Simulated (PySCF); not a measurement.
Ge(H)2(Br)(OH) (BrGeH3O), SMILES [Br][GeH2][OH]. Atoms are numbered in the order given.

```xyz
6

Ge     0.2920    -0.9344    -0.0031
O      1.9751    -0.6962    -0.4871
Br    -0.7846     1.1112     0.1032
H     -0.3348    -1.7630    -1.1232
H      0.1888    -1.5438     1.4037
H      2.4648    -0.1145     0.1051
```

Geometry: PBE0-D3(BJ)/def2-SVP. Other conformers were not sampled.

These are PySCF with PBE/pcSseg-1 values and carry that method's errors.

GIAO shieldings, no solvent; atoms listed in one row are averaged. δ = σ(ref) − σ: ⁷³Ge against GeH4 (σ = 1614.4 ppm); ¹⁷O against H2O (σ = 334.3 ppm); ¹H against TMS (σ = 31.49 ppm), references at their B3LYP-D3(BJ)/def2-TZVP geometries, non-relativistic (without spin–orbit terms, shifts of atoms bonded to Cl or Br come out too high).

```tsv
nucleus	atoms	count	δ (ppm)
⁷³Ge	Ge1	1	391.0
¹⁷O	O2	1	70.6
¹H	H5	1	6.82
¹H	H4	1	6.30
¹H	H6	1	1.46
```
